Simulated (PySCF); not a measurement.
PySCF input (HF/def2-TZVPD):

```python
from pyscf import gto, scf, dft

mol = gto.M(
    atom='''
    Si    0.12759042   -0.02251275   -0.08766497
    F     0.35522030   -0.78414347    1.35497197
    N     1.47561772   -0.22154179   -0.99559541
    N    -0.35561418    1.63419892    0.29063995
    N    -1.47845352   -0.68158442   -0.50278211
    H     1.42903357    0.11842324   -1.95042284
    H     0.42887649    2.25229716    0.44389290
    H    -1.02782743    1.74635092    1.04001957
    H    -1.42852723   -1.66445697   -0.74671523
    H    -1.87565425   -0.19765360   -1.30004933
    ''',
    basis='def2-tzvpd',
    charge=-1,
    spin=0,
    verbose=4,
)

mf = scf.RHF(mol).density_fit(auxbasis='def2-universal-jkfit')
mf.conv_tol = 1e-9
mf.max_cycle = 100
mf.max_memory = 1500
mf.kernel()
if not mf.converged:
    mf = mf.newton()
    mf.kernel(mf.make_rdm1())
mf.analyze()
```

Output:

```
PySCF version 2.14.0

[INPUT] verbose = 4
[INPUT] num. atoms = 10
[INPUT] num. electrons = 50
[INPUT] charge = -1
[INPUT] spin (= nelec alpha-beta = 2S) = 0
[INPUT] symmetry False subgroup None
[INPUT] Mole.unit = angstrom
[INPUT] Symbol           X                Y                Z      unit          X                Y                Z       unit  Magmom
[INPUT]  1 Si     0.127590420000  -0.022512750000  -0.087664970000 AA    0.241110949918  -0.042542931811  -0.165662784018 Bohr   0.0
[INPUT]  2 F      0.355220300000  -0.784143470000   1.354971970000 AA    0.671269080886  -1.481816400666   2.560525929762 Bohr   0.0
[INPUT]  3 N      1.475617720000  -0.221541790000  -0.995595410000 AA    2.788513355355  -0.418653308246  -1.881402655774 Bohr   0.0
[INPUT]  4 N     -0.355614180000   1.634198920000   0.290639950000 AA   -0.672013406212   3.088188391860   0.549229906357 Bohr   0.0
[INPUT]  5 N     -1.478453520000  -0.681584420000  -0.502782110000 AA   -2.793872240699  -1.288007884571  -0.950120488231 Bohr   0.0
[INPUT]  6 H      1.429033570000   0.118423240000  -1.950422840000 AA    2.700482070109   0.223787490384  -3.685764994696 Bohr   0.0
[INPUT]  7 H      0.428876490000   2.252297160000   0.443892900000 AA    0.810459107365   4.256224783536   0.838836009639 Bohr   0.0
[INPUT]  8 H     -1.027827430000   1.746350920000   1.040019570000 AA   -1.942312346016   3.300124956182   1.965352151488 Bohr   0.0
[INPUT]  9 H     -1.428527230000  -1.664456970000  -0.746715230000 AA   -2.699525226184  -3.145367819423  -1.411087277742 Bohr   0.0
[INPUT] 10 H     -1.875654250000  -0.197653600000  -1.300049330000 AA   -3.544472836876  -0.373511171534  -2.456737182124 Bohr   0.0

nuclear repulsion = 249.757984039634
number of shells = 93
number of NR pGTOs = 335
number of NR cGTOs = 239
basis = def2-tzvpd
ecp = {}

******** <class 'pyscf.df.df_jk.DFRHF'> ********
method = DFRHF
initial guess = minao
damping factor = 0
level_shift factor = 0
DIIS = <class 'pyscf.scf.diis.CDIIS'>
diis_start_cycle = 1
diis_space = 8
diis_damp = 0
SCF conv_tol = 1e-09
SCF conv_tol_grad = None
SCF max_cycles = 100
direct_scf = False
Set gradient conv threshold to 3.16228e-05
Initial guess from minao.
******** <class 'pyscf.df.df.DF'> ********
auxbasis = def2-universal-jkfit
init E= -555.039862180036
  HOMO = -0.276990015608742  LUMO = 0.0272044692325324  gap/eV = 8.27755
cycle= 1 E= -554.782760797976  delta_E= 0.257  |g|= 0.717  |ddm|= 2.38
  HOMO = -0.0302101084511267  LUMO = 0.196344372140034  gap/eV = 6.16486
cycle= 2 E= -554.868584110574  delta_E= -0.0858  |g|= 0.453  |ddm|= 2.09
  HOMO = -0.134828590405388  LUMO = 0.195653452364603  gap/eV = 8.99287
cycle= 3 E= -554.905545602838  delta_E= -0.037  |g|= 0.0591  |ddm|= 0.738
  HOMO = -0.128961625768484  LUMO = 0.195767327898063  gap/eV = 8.83632
cycle= 4 E= -554.906799032671  delta_E= -0.00125  |g|= 0.0231  |ddm|= 0.174
  HOMO = -0.132412079671897  LUMO = 0.195929801138799  gap/eV = 8.93464
cycle= 5 E= -554.90696225961  delta_E= -0.000163  |g|= 0.00694  |ddm|= 0.0415
  HOMO = -0.131243831328413  LUMO = 0.195841962496765  gap/eV = 8.90046
cycle= 6 E= -554.906985292496  delta_E= -2.3e-05  |g|= 0.00193  |ddm|= 0.0229
  HOMO = -0.131214254783568  LUMO = 0.195825839664739  gap/eV = 8.89921
cycle= 7 E= -554.906988429762  delta_E= -3.14e-06  |g|= 0.00071  |ddm|= 0.00944
[...]
cycle= 11 E= -554.906988851868  delta_E= -6.07e-10  |g|= 8.73e-06  |ddm|= 0.00025
  HOMO = -0.13106378700451  LUMO = 0.195824886946194  gap/eV = 8.89509
Extra cycle  E= -554.906988851916  delta_E= -4.82e-11  |g|= 4.43e-06  |ddm|= 6.18e-05
converged SCF energy = -554.906988851916
**** SCF Summaries ****
Total Energy =                        -554.906988851915912
Nuclear Repulsion Energy =             249.757984039634408
One-electron Energy =                -1275.218534364880043
Two-electron Energy =                  470.553561473329751
Two-electron Coulomb Energy =          523.037556301485893
DFT Exchange-Correlation Energy =      -52.483994828156142
HOMO-LUMO gap [eV] =                     8.895093892438512
**** MO energy ****
MO #1   energy= -68.5902148829915  occ= 2
MO #2   energy= -26.0640696154705  occ= 2
MO #3   energy= -15.3564119911858  occ= 2
MO #4   energy= -15.3562909394304  occ= 2
MO #5   energy= -15.2595905272696  occ= 2
MO #6   energy= -5.9301300077331   occ= 2
MO #7   energy= -4.038995157932    occ= 2
MO #8   energy= -4.03808629839633  occ= 2
MO #9   energy= -4.03688838391948  occ= 2
MO #10  energy= -1.36031229094686  occ= 2
MO #11  energy= -0.965746623912107 occ= 2
MO #12  energy= -0.938431891455371 occ= 2
MO #13  energy= -0.82103715384811  occ= 2
MO #14  energy= -0.536915348256076 occ= 2
MO #15  energy= -0.482018747874946 occ= 2
MO #16  energy= -0.472676561606146 occ= 2
MO #17  energy= -0.450975273646304 occ= 2
MO #18  energy= -0.44366941886414  occ= 2
MO #19  energy= -0.419818642361396 occ= 2
MO #20  energy= -0.347324591538838 occ= 2
MO #21  energy= -0.338364936937463 occ= 2
MO #22  energy= -0.265789085846567 occ= 2
MO #23  energy= -0.242058751400346 occ= 2
MO #24  energy= -0.168852931722499 occ= 2
MO #25  energy= -0.13106378700451  occ= 2
MO #26  energy= 0.195824886946194  occ= 0
MO #27  energy= 0.231057264033861  occ= 0
MO #28  energy= 0.245088528687742  occ= 0
MO #29  energy= 0.251276819816444  occ= 0
MO #30  energy= 0.268877980457029  occ= 0
MO #31  energy= 0.278141181093387  occ= 0
MO #32  energy= 0.293729089481048  occ= 0
MO #33  energy= 0.305575035703976  occ= 0
MO #34  energy= 0.317515700097454  occ= 0
MO #35  energy= 0.3372732799314    occ= 0
MO #36  energy= 0.346664096580966  occ= 0
MO #37  energy= 0.369164293397209  occ= 0
MO #38  energy= 0.369931852940528  occ= 0
MO #39  energy= 0.378217840583529  occ= 0
MO #40  energy= 0.380351400090292  occ= 0
MO #41  energy= 0.393494866329199  occ= 0
MO #42  energy= 0.399092834901038  occ= 0
MO #43  energy= 0.428691926882515  occ= 0
MO #44  energy= 0.435953972925042  occ= 0
MO #45  energy= 0.438360009723553  occ= 0
MO #46  energy= 0.452547238549683  occ= 0
MO #47  energy= 0.471779644832393  occ= 0
MO #48  energy= 0.477117491783845  occ= 0
MO #49  energy= 0.500423644019718  occ= 0
MO #50  energy= 0.508934851893439  occ= 0
MO #51  energy= 0.517034342780553  occ= 0
MO #52  energy= 0.526710613722739  occ= 0
MO #53  energy= 0.538498477955257  occ= 0
MO #54  energy= 0.545972732062825  occ= 0
MO #55  energy= 0.54836263494113   occ= 0
MO #56  energy= 0.56321048367311   occ= 0
MO #57  energy= 0.56818501893623   occ= 0
MO #58  energy= 0.578853830650495  occ= 0
MO #59  energy= 0.591981406028187  occ= 0
MO #60  energy= 0.595167833023415  occ= 0
MO #61  energy= 0.603487800382601  occ= 0
MO #62  energy= 0.620688472807344  occ= 0
MO #63  energy= 0.633067081056154  occ= 0
MO #64  energy= 0.651472181534451  occ= 0
MO #65  energy= 0.656330437074323  occ= 0
MO #66  energy= 0.671560465217742  occ= 0
MO #67  energy= 0.675602288205637  occ= 0
MO #68  energy= 0.688991763795726  occ= 0
MO #69  energy= 0.695258869815535  occ= 0
MO #70  energy= 0.731975957322561  occ= 0
MO #71  energy= 0.742317235921379  occ= 0
MO #72  energy= 0.767728127950057  occ= 0
MO #73  energy= 0.779661114895086  occ= 0
MO #74  energy= 0.792619880187342  occ= 0
MO #75  energy= 0.822317155223952  occ= 0
MO #76  energy= 0.824778177566715  occ= 0
MO #77  energy= 0.837708771777916  occ= 0
MO #78  energy= 0.864892145983261  occ= 0
MO #79  energy= 0.875090981838062  occ= 0
MO #80  energy= 0.910552147638212  occ= 0
MO #81  energy= 0.915076802642262  occ= 0
MO #82  energy= 0.935994225466357  occ= 0
MO #83  energy= 0.939296791224623  occ= 0
MO #84  energy= 0.954756297409853  occ= 0
MO #85  energy= 0.967287672731219  occ= 0
MO #86  energy= 0.984715147135795  occ= 0
MO #87  energy= 0.996551350606929  occ= 0
MO #88  energy= 1.00929186608295   occ= 0
MO #89  energy= 1.02771610030679   occ= 0
MO #90  energy= 1.03775566803371   occ= 0
MO #91  energy= 1.05616732946498   occ= 0
MO #92  energy= 1.06627975904386   occ= 0
MO #93  energy= 1.07546882941923   occ= 0
MO #94  energy= 1.09436284757519   occ= 0
MO #95  energy= 1.10670610944798   occ= 0
MO #96  energy= 1.11907456850518   occ= 0
MO #97  energy= 1.13151387225073   occ= 0
MO #98  energy= 1.1471621880204    occ= 0
MO #99  energy= 1.15045831345518   occ= 0
MO #100 energy= 1.20958471576861   occ= 0
MO #101 energy= 1.22530209881794   occ= 0
MO #102 energy= 1.23106636188534   occ= 0
MO #103 energy= 1.25584037961992   occ= 0
MO #104 energy= 1.25838504367337   occ= 0
MO #105 energy= 1.26821812846594   occ= 0
MO #106 energy= 1.30010021875755   occ= 0
MO #107 energy= 1.30720780137671   occ= 0
[...]
```

It need not be the lowest isomer of its formula. Whether it binds its extra electron was not tested at this geometry.
